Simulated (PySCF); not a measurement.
Breaking a bond: AsH, triplet.

- UMP2 = MP2 on UHF/def2-TZVP, 9 core orbitals frozen run with PySCF 2.14.0
- UCCSD(T) = CCSD(T) on UHF/def2-TZVP, 9 core orbitals frozen (PySCF)
- UMP2/3-21G = unrestricted MP2 (frozen core)/3-21G in PySCF
- UKS-TPSSh = unrestricted TPSSh/def2-TZVP (PySCF 2.14.0)

Energies are in eV, each relative to the lowest point of its own curve near equilibrium.

| R / Å | UMP2 | UCCSD(T) | UMP2/3-21G | UKS-TPSSh |
|---|---|---|---|---|
| 1.24 | 1.142 | 1.191 | 1.224 | 1.188 |
| 1.30 | 0.634 | 0.675 | 0.713 | 0.674 |
| 1.38 | 0.224 | 0.251 | 0.285 | 0.252 |
| 1.46 | 0.035 | 0.049 | 0.068 | 0.050 |
| 1.49 | [?] | 0.015 | 0.027 | 0.016 |
| 1.53 | 0.000 | 0.000 | 0.000 | 0.000 |
| 1.58 | 0.030 | 0.019 | 0.003 | 0.018 |
| 1.62 | [?] | 0.060 | [?] | 0.058 |
| 1.69 | [?] | 0.172 | 0.117 | 0.169 |
| 1.80 | 0.489 | 0.419 | [?] | 0.418 |
| 1.91 | [?] | 0.713 | 0.644 | 0.719 |

### Question
Fill in the missing entries.

### Answer

- 1.49, UMP2: 0.007
- 1.62, UMP2: 0.080
- 1.62, UMP2/3-21G: 0.029
- 1.69, UMP2: 0.209
- 1.80, UMP2/3-21G: 0.340
- 1.91, UMP2: 0.835

The scan ran from 1.24 to 6.20 Å; beyond the distances shown one of the unrestricted levels run for this scan, shown here or not, changes its spin distribution in one step. The unrestricted determinant behind UMP2/3-21G is spin-contaminated at 1.91 Å (<S²> up to 2.2, against 2.00 for a pure triplet).
